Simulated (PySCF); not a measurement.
# Multinuclear NMR of C5H6F2O

Mapped SMILES: `[CH2:1]=[C:2]=[CH:3][CH2:4][O:5][CH:6]([F:7])[F:8]`. Hydrogens are named by the atom that carries them.

Computed data (PySCF 2.14): GFN2-xTB geometry, J couplings at B3LYP/pcJ-1 (spin–dipole term only in couplings to heteroatoms), NMR shieldings at PBE0/pcSseg-1/GIAO. One computed conformer, one averaged value for each set of equivalent atoms, in vacuum, relativity neglected.

(1) Where does ¹⁹F resonate?

(2) Where does ¹⁷O resonate?

Results:

(1) 
```tsv
atoms	environment	σ (ppm)	δ (ppm)
F7/F8	fluorine of a CF2 group	277.7	-89.9
```

Shieldings were converted by a linear fit to measured shifts: ¹⁹F: δ = 146.13 − 0.903σ +14.6 on sp3 carbon (rms 6.0 ppm, 223 shifts, 7.0 ppm with the 5 outliers that the fit left out vs CFCl3, solution or neat liquid). A few per cent of atoms miss by over 2 rms, more outside the fitted compound classes. Couplings are scaled by factors fitted to measured values: ²J(H,H) × 0.95 (rms 1.3 Hz), ³J(H,H) × 0.92 (rms 0.5 Hz), ¹J(C,F) × 0.77 (rms 8.7 Hz), ³J(C,F) × 1.46 (rms 1.5 Hz); all others are unscaled and can be 10–30 % off.

Couplings (the largest are listed; each averaged over equivalent pairs): ¹J(C6,F7) = -240.9 Hz, ²J(F7,F8) = 137.6 Hz, ²J(F7,H(C6)) = 83.7 Hz, ²J(O5,F7) = -32.9 Hz, ³J(C4,F7) = 3.3 Hz.

On a 400 MHz spectrometer ¹⁹F resonates near 376.4 MHz, so 1 ppm is 376.4 Hz.

(2) 
| atoms | environment | σ (ppm) | δ (ppm) |
| --- | --- | --- | --- |
| O5 | ether oxygen | 221.8 | 64.7 |

Shieldings were converted by a linear fit to measured shifts: ¹⁷O: δ = 266.70 − 0.911σ (rms 10.7 ppm, 155 shifts, 12.2 ppm with the 3 outliers that the fit left out vs liquid water, solution or neat liquid). A few per cent of atoms miss by over 2 rms, more outside the fitted compound classes. Couplings are scaled by factors fitted to measured values: ²J(H,H) × 0.95 (rms 1.3 Hz), ³J(H,H) × 0.92 (rms 0.5 Hz), ¹J(C,F) × 0.77 (rms 8.7 Hz), ³J(C,F) × 1.46 (rms 1.5 Hz); all others are unscaled and can be 10–30 % off.

Couplings (the largest are listed; each averaged over equivalent pairs; quadrupolar broadening usually hides them): ¹J(C4,O5) = 22.5 Hz, ¹J(O5,C6) = 21.3 Hz, ²J(O5,F7) = -32.9 Hz, ²J(O5,H(C4)) = -7.9 Hz, ²J(O5,H(C6)) = -3.6 Hz, ³J(C2,O5) = -1.2 Hz.

On a 400 MHz spectrometer ¹⁷O resonates near 54.2 MHz, so 1 ppm is 54.2 Hz.
